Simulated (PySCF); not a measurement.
Dipole moment and polarisability of `C=N[C@@]12[C@H]3C[C@@H]1[C@@H]2C3`

Compound: C7H9N.
Structure used (GFN2-xTB), in Å, numbered top down from 1:
```
atom  x, y, z in Å
C1     2.6982    0.3502   -0.2959
N2     1.8750   -0.4677    0.1983
C3     0.5265   -0.2875    0.1447
C4    -0.5005    0.7616   -0.4149
C5    -1.2315   -0.3920   -1.1151
C6    -0.5719   -1.3072   -0.1030
C7    -0.5255   -0.5634    1.2055
C8    -1.1584    0.7938    0.9714
H9     3.7490    0.1236   -0.2047
H10    2.4260    1.2740   -0.8106
H11   -0.2760    1.6805   -0.9445
H12   -0.8665   -0.5731   -2.1242
H13   -2.3217   -0.3488   -1.1174
H14   -0.4641   -2.3761   -0.1631
H15   -0.3808   -1.0618    2.1480
H16   -0.7370    1.5569    1.6229
H17   -2.2479    0.8489    0.9929
```

Level: PBE0/def2-SVPD (PySCF), static field, nuclei fixed, core orbitals frozen in the response. The polarisability tensor in these axes (au):

```
x   105.06   7.20  -5.29
y     7.20  75.46  -2.39
z    -5.29  -2.39  73.26
```

Problem. Diagonalise the tensor; give its mean and Δα, where Δα² is half the sum of the squared differences of the eigenvalues.

Solution. Principal values 71.71, 74.41 and 107.66 au; mean 84.59 au = 12.54 Å³ = 13.95 × 10⁻⁴⁰ C²·m²/J; Δα = 34.67 au (41 % of the mean).

Problem. What is the dipole moment, and where does it point?

Solution. (-0.63, 1.02, -0.56) D, 1.32 D in size, pointing from the negative to the positive side. Measured along this direction, the outermost atoms are H9, H14 and H15 at the negative end and H11 at the positive end.

Problem. Molar refractivity from α?

Solution. Lorentz–Lorenz: R = (4π/3)N_A α = 2.5225 cm³/(mol·Å³) × 12.54 Å³ = 31.6 cm³/mol, in the limit of long wavelengths.

Problem. How large is μ²/3kT at 298 K beside α?

Solution. In Gaussian units μ²/3kT = 14.12 Å³ against 12.54 Å³, a ratio of 1.13; the Debye molar polarisation (4π/3)N_A(α + μ²/3kT) is 67.2 cm³/mol, leaving out the vibrational part.

Problem. Refractivity n − 1 of an ideal gas of it at 400 K and 1 atm, from the electronic α?

Solution. N = p/kT = 1.8347 × 10¹⁹ cm⁻³, so n − 1 = 2π × N × 12.54 × 10⁻²⁴ cm³ = 1445 × 10⁻⁶ at long wavelengths.

Problem. Traceless (Buckingham) quadrupole moment about the centre of nuclear charge: eigenvalues?

Solution. -4.70, -0.13, 4.83 D·Å. The values depend on the origin, since the dipole doesn't vanish. The electronic extent ⟨r²⟩ about the same centre is 820 bohr², a root-mean-square distance of 1.99 Å for the 58 electrons.

Problem. Find the Langevin capture rate constant for H3+ (3.023 u) meeting this molecule (107.073 u), k = 2.342 × 10⁻⁹ cm³/s × √(α in Å³ / reduced mass in u).

Solution. The reduced mass is 2.94 u, so k = 4.84 × 10⁻⁹ cm³/s. The formula leaves out the permanent dipole, which adds to the capture rate.

Geometry: GFN2-xTB, one conformer, isolated molecule.
